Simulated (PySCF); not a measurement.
**Static response to an electric field**

Compound: (ClGe)4NH6 adamantane, Cl4Ge4H6N6.
Structure used (PBE0-D3(BJ)/def2-SVP), in Å, numbered top down from 1:
```
atom  x, y, z in Å
Ge1   -1.749   -0.018   -0.769
Cl2   -3.720   -0.050   -1.588
N3    -0.471    0.154   -2.078
Ge4    1.235    0.154   -1.420
Cl5    2.738    0.335   -2.926
N6     1.461   -1.426   -0.511
Ge7    0.290   -1.593    0.891
Cl8    0.625   -3.402    1.974
N9    -1.394   -1.565    0.152
N10    0.478   -0.137    1.992
Ge11   0.135    1.457    1.118
Cl12   0.251    3.044    2.545
N13   -1.537    1.416    0.354
N14    1.331    1.595   -0.262
H15   -0.636    0.966   -2.674
H16    2.435   -1.620   -0.280
H17   -1.594   -2.402   -0.397
H18    0.001   -0.236    2.887
H19   -2.291    1.534    1.031
H20    2.274    1.810    0.062
```

Level: B3LYP/def2-SVPD (PySCF), static field, nuclei fixed, core orbitals frozen in the response. The polarisability tensor in these axes (au):

```
x   199.78  -0.72  -0.51
y    -0.72 198.33   0.32
z    -0.51   0.32 199.11
```

Diagonalise the tensor; give its mean and Δα, where Δα² is half the sum of the squared differences of the eigenvalues.

Principal values 198.03, 198.84 and 200.36 au; mean 199.08 au = 29.50 Å³ = 32.82 × 10⁻⁴⁰ C²·m²/J; Δα = 2.05 au (1 % of the mean).

What is the dipole moment, and where does it point?

(0.35, 0.05, 0.86) D, 0.93 D in size, pointing from the negative to the positive side. Measured along this direction, the outermost atoms are Cl2 at the negative end and H18 and Cl12 at the positive end.

Molar refractivity from α?

Lorentz–Lorenz: R = (4π/3)N_A α = 2.5225 cm³/(mol·Å³) × 29.50 Å³ = 74.4 cm³/mol, in the limit of long wavelengths.

In TDDFT the mean static polarisability is Σ f/ω² over all singlet excitations (ω in hartree). How much of it do the 15 lowest give? Their energies (eV) and oscillator strengths: 4.78, 0.0049; 4.85, 0.0144; 5.35, 0.0047; 5.49, 0.0250; 5.87, 0.0087; 5.91, 0.0071; 5.95, 0.0415; 6.03, 0.0221; 6.33, 0.0007; 6.34, 0.0007; 6.36, 0.0006; 6.37, 0.0005; 6.39, 0.0007; 6.42, 0.0099; 6.47, 0.0075.

They add up to 3.37 au, 1.7 % of the 199.08 au; the largest single term is 0.87 au, from the state at 5.95 eV. Terms in order: 0.16, 0.45, 0.12, 0.61, 0.19, 0.15, 0.87, 0.45, 0.01, 0.01, 0.01, 0.01, 0.01, 0.18, 0.13 au. Higher excitations give the rest. The strengths listed sum to 0.149.

What would n − 1 = 2πNα be for an ideal gas of these molecules at 298.15 K and 1 atm, electronic part alone?

N = p/kT = 2.4615 × 10¹⁹ cm⁻³, so n − 1 = 2π × N × 29.50 × 10⁻²⁴ cm³ = 4562 × 10⁻⁶ at long wavelengths.

Isolated species at its PBE0-D3(BJ)/def2-SVP geometry (one conformer only). The calculation is non-relativistic, for germanium too.
